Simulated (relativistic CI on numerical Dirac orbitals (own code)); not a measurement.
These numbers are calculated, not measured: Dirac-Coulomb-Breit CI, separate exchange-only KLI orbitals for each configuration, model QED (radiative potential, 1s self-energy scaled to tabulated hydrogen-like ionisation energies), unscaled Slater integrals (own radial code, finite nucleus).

The strongest absorption lines from the ground level of an ion, among the configurations computed and to levels below about 672 eV (vacuum wavelength in Å, gf): 20.964 (0.46), 20.969 (0.71), 21.348 (1.2), 21.366 (2.2), 21.399 (2.7), 21.479 (0.28), 21.555 (0.48), 180.73 (0.25).

Which ion is it?
A. Sc XIII
B. Sc XV
C. Cl XI
D. V XVII

B. Sc XV has 7 electrons and the ground level 2s2 2p3 4S°_3/2; the strongest line goes to 2s2 2p2 3d 4P_5/2. The pattern of lines fixes the number of electrons, and along that sequence the line energies rise steadily with the charge (about as its square where n changes within one kind of shell, about linearly where n is kept but much faster in heavy ions where fine structure, which grows about as Z⁴, sets the gap, and irregularly where shells cross), which fixes Z. Configurations outside the model, such as inner-shell arrays, can give stronger lines. At this charge energies of transitions that change n are usually good to better than 1 %, and those within a shell (Δn = 0) to a few per cent.

LS names give the leading component of a level, which can be under half, so a name can repeat, a term be missing and a line seem to break the LS rules.
